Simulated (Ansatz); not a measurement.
Ansatz (an electronic-structure program) input (B2PLYP/def2-TZVPD):

Ansatz 0.2 input:
```yaml
crystal:
  periodic: [false, false, false]
  atoms:
    - {symbol: W, position_ang: [-0.00000000, -0.00000000, -0.02254460]}
    - {symbol: H, position_ang: [0.00000000, 0.00000000, 1.66830005]}
basis:
  gaussian:
    orbitals: def2-TZVPD
hamiltonian:
  xc: {name: B2PLYP}
magnetization: {spin_polarized: true, initial_magnetization: 3}
correlation: {electrons: outside_noble_gas}
```

End of the output:

```
integrals: 0.01 GiB planned
457 factors; integrals over basis functions are off by at most 8.1e-4 eV
mean field: 0.15 GiB planned
mean field evaluation 1: about -1829.7521 eV, gradient 1.0e1 eV
mean field evaluation 2: about -1829.7527 eV, gradient 1.0e1 eV
mean field evaluation 4: about -1830.3674 eV, gradient 1.0e0 eV
mean field evaluation 8: about -1830.3915 eV, gradient 1.3e-1 eV
mean field evaluation 16: about -1830.3929 eV, gradient 6.1e-4 eV
mean field evaluation 32: about -1830.5304 eV, gradient 1.2e-2 eV
mean field evaluation 64: about -1830.3830 eV, gradient 6.3e-1 eV
mean field evaluation 96: about -1830.5276 eV, gradient 6.6e-1 eV
mean field evaluation 128: about -1830.5228 eV, gradient 2.7e-1 eV
mean field -1830.53067805 eV, -67.2707616400 hartree, gradient 4.4e-8 eV, S^2 4.393688; 13 other end points of the search recorded, 0 dependent functions left out
4 core orbitals not correlated
reference -1830.53078659 eV, -67.2707656290 hartree; 5, 2 occupied and 43, 46 virtual orbitals, 457 factors
second order -3.70969757 eV of doubles, -0.00000000 eV of singles
Total energy: -1831.53240494 eV, -67.3075744242 hartree
```

The spin state was set by rule; other spins were not relaxed.

The determinant is spin-contaminated: <S^2> is 4.39 against 3.75 for a pure state.
